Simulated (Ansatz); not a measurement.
One change: `ClB[TeH]` becomes `ClBBr`.

Ansatz, PBE0-D4/def2-TZVP geometries, multiplicity 1. 

Elements past krypton have def2 core potentials. Scalar relativity is left out up to krypton.

```csv
property,`ClB[TeH]`
LUMO energy (ωB97M-V/def2-TZVPP) / eV,0.30
HOMO energy (PBE/def2-TZVPP) / eV,-6.16
HOMO–LUMO gap (B3LYP/def2-TZVPP) / eV,5.11
LUMO energy (PBE/def2-TZVPP) / eV,-2.49
HOMO–LUMO gap (PBE/def2-TZVPP) / eV,3.66
size of the dipole moment (ωB97M-V/def2-TZVPP) / D,0.62
```

(1) Give the same properties after the change, and the shifts. (Best estimate.)

## Answers

(1) Computed: 
| property | `ClBBr` | shift |
| --- | --- | --- |
| LUMO energy (ωB97M-V/def2-TZVPP) / eV | 0.17 | -0.13 |
| HOMO energy (PBE/def2-TZVPP) / eV | -7.35 | -1.19 |
| HOMO–LUMO gap (B3LYP/def2-TZVPP) / eV | 6.31 | 1.20 |
| LUMO energy (PBE/def2-TZVPP) / eV | -2.82 | -0.33 |
| HOMO–LUMO gap (PBE/def2-TZVPP) / eV | 4.53 | 0.87 |
| size of the dipole moment (ωB97M-V/def2-TZVPP) / D | 0.44 | -0.18 |

With PBE0 the HOMO falls by 1.52 eV and the LUMO falls by 0.24 eV, so the gap widens by about 1.28 eV. PBE moves the HOMO by -1.19 eV and ωB97M-V by -1.73 eV. The zero-point energy changes by -17.0 kJ/mol with -3 modes. Dipoles are sizes alone; their direction can turn.

B3LYP here is the variant with VWN-RPA as its local correlation; programs differ in this.

Spin–orbit coupling is left out; it splits and shifts lone-pair levels of the heavy atoms by tenths of an eV.
